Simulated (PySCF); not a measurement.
H6NSi2, charge +1, multiplicity 1. Atoms are numbered in the order given.

```xyz
9

Si     0.1528     1.5936     0.0000
N     -0.6013     0.1194     0.0000
Si     0.1326    -1.5692     0.0000
H      1.6215     1.6067     0.0000
H     -0.6642     2.8155     0.0000
H     -1.6291     0.1364     0.0000
H     -0.3506    -2.2184     1.2348
H      1.5862    -1.3000     0.0000
H     -0.3506    -2.2184    -1.2348
```
Charge +1, spin multiplicity 1.

Geometry: TPSSh-D3(BJ)/def2-SVP. The multiplicity is an assumed one; other spin states were not compared. The isomer is the one that the SMILES or the coordinates give; other isomers of the formula were not compared.

The numbers are results of KT2/pcSseg-1 (PySCF), not measurements.

GIAO shieldings, no solvent; atoms listed in one row are averaged. δ = σ(ref) − σ: ²⁹Si against TMS (σ = 361.9 ppm); ¹⁵N against NH3 (σ = 266.2 ppm); ¹H against TMS (σ = 31.47 ppm), references at their B3LYP-D3(BJ)/def2-TZVP geometries, non-relativistic.

Computed chemical shifts:
```tsv
nucleus	atoms	count	δ (ppm)
²⁹Si	Si1	1	143.0
²⁹Si	Si3	1	-18.5
¹⁵N	N2	1	168.2
¹H	H6	1	7.33
¹H	H5	1	6.97
¹H	H4	1	6.81
¹H	H7, H8, H9	3	5.64
```
